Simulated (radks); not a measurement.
Spherical quantum dot in the effective-mass picture: electrons in a well V = -V0 / (1 + exp((r - R)/a)) with V0 = 9.4, R = 4.78, a = 0.17, all in effective atomic units (hartree* = m*/eps^2 hartree, bohr* = eps/m* bohr), one dielectric constant everywhere. Method: non-relativistic Kohn-Sham, LDA (Slater exchange, Perdew-Wang correlation), spin-polarised, spherical densities; computed with a radial shooting solver with Libxc functionals. Levels are named by radial order and angular momentum (1s, 1p, 1d, 2s, ...), and open shells are averaged over m. Results are scaled to m* = 0.031 and eps = 8.4, for which hartree* = 11.96 meV and bohr* = 14.34 nm. Each electron was tried in the lowest free levels, single moves between levels near the top were tried too, and the lowest total energy was kept; such a search can miss a lower state. The series stops at N = 31: beyond it a trial failed or the search could not be trusted, so later rows were left out. At N = 1 the Hartree and exchange-correlation terms need not cancel, so that row can carry a self-interaction error.

| N | open shells | 2S | E (meV) | mu = E(N) - E(N-1) (meV) | addition energy mu(N+1) - mu(N) (meV) | e(HOMO) (meV) | rms radius (nm) |
|---|---|---|---|---|---|---|---|
| 1 | 1s(up 1, down 0) | 1 | -109.671 | -109.67 | 3.828 | -108.13 | 36.75 |
| 2 | none | 0 | -215.513 | -105.84 | 5.395 | -104.27 | 38.75 |
| 3 | 1p(up 1, down 0) | 1 | -315.961 | -100.45 | 3.068 | -98.929 | 41.33 |
| 4 | 1p(up 2, down 0) | 2 | -413.340 | -97.380 | 3.123 | -95.822 | 42.81 |
| 5 | 1p(up 3, down 0) | 3 | -507.597 | -94.256 | 3.875 | -92.689 | 43.86 |
| 6 | 1p(up 3, down 1) | 2 | -597.978 | -90.381 | 2.992 | -88.896 | 44.71 |
| 7 | 1p(up 3, down 2) | 1 | -685.368 | -87.389 | 3.034 | -85.877 | 45.41 |
| 8 | none | 0 | -769.724 | -84.356 | 5.660 | -82.833 | 46.00 |
| 9 | 1d(up 1, down 0) | 1 | -848.419 | -78.695 | 2.951 | -77.222 | 46.69 |
| 10 | 1d(up 2, down 0) | 2 | -924.164 | -75.744 | 2.959 | -74.266 | 47.27 |
| 11 | 1d(up 3, down 0) | 3 | -996.949 | -72.785 | 2.962 | -71.304 | 47.77 |
| 12 | 1d(up 4, down 0) | 4 | -1066.77 | -69.823 | 2.962 | -68.341 | 48.21 |
| 13 | 1d(up 5, down 0) | 5 | -1133.63 | -66.860 | 3.681 | -65.380 | 48.61 |
| 14 | 1d(up 5, down 1) | 4 | -1196.81 | -63.180 | 2.893 | -61.735 | 48.97 |
| 15 | 1d(up 5, down 2) | 3 | -1257.10 | -60.286 | 2.902 | -58.836 | 49.30 |
| 16 | 1d(up 5, down 3) | 2 | -1314.48 | -57.384 | 2.906 | -55.931 | 49.61 |
| 17 | 1d(up 5, down 4) | 1 | -1368.96 | -54.478 | 2.908 | -53.024 | 49.89 |
| 18 | none | 0 | -1420.53 | -51.570 | 6.031 | -50.116 | 50.15 |
| 19 | 1f(up 1, down 0) | 1 | -1466.07 | -45.539 | 2.857 | -44.110 | 50.45 |
| 20 | 1f(up 2, down 0) | 2 | -1508.75 | -42.682 | 2.858 | -41.253 | 50.72 |
| 21 | 1f(up 3, down 0) | 3 | -1548.57 | -39.824 | 2.858 | -38.395 | 50.97 |
| 22 | 1f(up 4, down 0) | 4 | -1585.54 | -36.966 | 2.857 | -35.537 | 51.21 |
| 23 | 1f(up 5, down 0) | 5 | -1619.65 | -34.109 | 2.855 | -32.681 | 51.43 |
| 24 | 1f(up 6, down 0) | 6 | -1650.90 | -31.254 | 2.853 | -29.827 | 51.64 |
| 25 | 1f(up 7, down 0) | 7 | -1679.30 | -28.400 | 3.541 | -26.974 | 51.84 |
| 26 | 1f(up 7, down 1) | 6 | -1704.16 | -24.860 | 2.815 | -23.453 | 52.03 |
| 27 | 1f(up 7, down 2) | 5 | -1726.21 | -22.045 | 2.816 | -20.637 | 52.22 |
| 28 | 1f(up 7, down 3) | 4 | -1745.43 | -19.228 | 2.817 | -17.820 | 52.39 |
| 29 | 1f(up 7, down 4) | 3 | -1761.85 | -16.412 | 2.817 | -15.003 | 52.55 |
| 30 | 1f(up 7, down 5) | 2 | -1775.44 | -13.595 | 2.816 | -12.187 | 52.71 |
| 31 | 1f(up 7, down 6) | 1 | -1786.22 | -10.779 | - | -9.3711 | 52.86 |

All shells are closed at N = 2, 8, 18 (there: 1s2 1p6 1d10); the second difference of the energy has clear peaks (12 % above both neighbours; the first and last values, which can be the largest, are not judged, and half-filled shells can peak too) at N = 2, 5, 8, 13, 18, 25.
